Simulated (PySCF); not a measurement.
This PySCF input asks for the NMR shieldings of SMILES C=C(C)[SiH2]O[SiH2]O[SiH3], C3H12O2Si3; the geometry comes from GFN2-xTB.

```python
import basis_set_exchange as bse
import numpy as np
from pyscf import gto, dft
from pyscf.prop import nmr

atoms = """
C    -1.040019   -1.506707   -0.591914
C    -1.561723   -0.298725   -0.420735
C    -2.694687    0.188217   -1.275802
Si   -0.946186    0.899944    0.902001
O     0.309413    0.285445    1.724610
Si    1.816484   -0.293681    1.766454
O     2.549371   -0.118631    0.336417
Si    2.563254    0.372791   -1.206444
H    -0.223216   -1.857586    0.018083
H    -1.401683   -2.196938   -1.341571
H    -3.019524   -0.574239   -1.981746
H    -2.385651    1.071323   -1.833532
H    -3.538037    0.478381   -0.651234
H    -1.942140    1.101333    1.956657
H    -0.532061    2.163670    0.282121
H     2.544737    0.525958    2.722511
H     1.737949   -1.724509    2.021704
H     1.616899   -0.442332   -1.967783
H     3.949561    0.149056   -1.611515
H     2.192110    1.787909   -1.261016
"""
names = dict.fromkeys(["C", "Si", "O", "H"], "pcSseg-1")
basis = {el: gto.basis.parse(bse.get_basis(n, elements=[el], fmt="nwchem")) for el, n in names.items()}
mol = gto.M(atom=atoms, basis=basis, charge=0, verbose=0)
mf = dft.RKS(mol, xc="PBE0")
mf.grids.level = 2
mf.grids.alignment = dft.numint.BLKSIZE   # the property module wants whole blocks of grid points
mf.conv_tol = 1e-9
mf.kernel()

calc = nmr.RKS(mf)   # GIAO
C = mf.mo_coeff
Co = C[:, mf.mo_occ > 0]
resp = mf.gen_response(singlet=True, hermi=2)
def vind(x):   # induced exchange potential for any number of trial vectors
    d = np.einsum("pi,xij,qj->xpq", C, 2 * x.reshape(-1, C.shape[1], Co.shape[1]), Co, optimize=True)
    return np.einsum("xpq,pi,qj->xij", resp(d - d.transpose(0, 2, 1)), C, Co, optimize=True).ravel()
mo1, _ = nmr.rhf.solve_mo1(calc, with_cphf=vind)
sigma = calc.kernel(mo1)
for i, s in enumerate(sigma):   # ppm
    w = np.linalg.eigvalsh((s + s.T) / 2)
    print("%2d %-2s iso %8.1f  s11 %8.1f  s22 %8.1f  s33 %8.1f" % (i, mol.atom_pure_symbol(i), w.mean(), *w))
```

Q: What are the results?

A: 
```
 0 C  iso     51.2  s11    -66.1  s22     66.2  s33    153.5
 1 C  iso     34.6  s11    -77.4  s22     12.4  s33    168.9
 2 C  iso    163.5  s11    150.1  s22    153.1  s33    187.3
 3 Si iso    382.6  s11    337.2  s22    370.2  s33    440.3
 4 O  iso    278.5  s11    237.2  s22    265.0  s33    333.2
 5 Si iso    394.5  s11    390.8  s22    394.0  s33    398.7
 6 O  iso    294.1  s11    239.5  s22    278.4  s33    364.3
 7 Si iso    393.2  s11    356.8  s22    360.5  s33    462.3
 8 H  iso     25.8  s11     22.9  s22     25.4  s33     29.1
 9 H  iso     25.3  s11     22.3  s22     25.3  s33     28.4
10 H  iso     29.7  s11     26.2  s22     28.3  s33     34.6
11 H  iso     29.8  s11     25.9  s22     28.5  s33     35.0
12 H  iso     29.8  s11     25.7  s22     28.3  s33     35.5
13 H  iso     26.4  s11     22.4  s22     25.4  s33     31.4
14 H  iso     26.3  s11     23.0  s22     25.6  s33     30.3
15 H  iso     26.7  s11     22.9  s22     24.4  s33     32.8
16 H  iso     26.7  s11     23.5  s22     24.3  s33     32.2
17 H  iso     26.5  s11     22.5  s22     27.0  s33     30.0
18 H  iso     26.6  s11     22.9  s22     24.8  s33     32.1
19 H  iso     26.6  s11     23.7  s22     25.2  s33     30.8
```

These numbers come from an equivalent density-fitted implementation of the same equations, which agrees with the script to about 0.01 ppm for H and up to a few tenths of a ppm for heavy atoms, so last digits may differ.

Size and cost of the density-fitted run: 217 basis functions, 98 s wall time on 1 thread of an Arm Neoverse N1, shared host; peak memory 0.94 GiB.
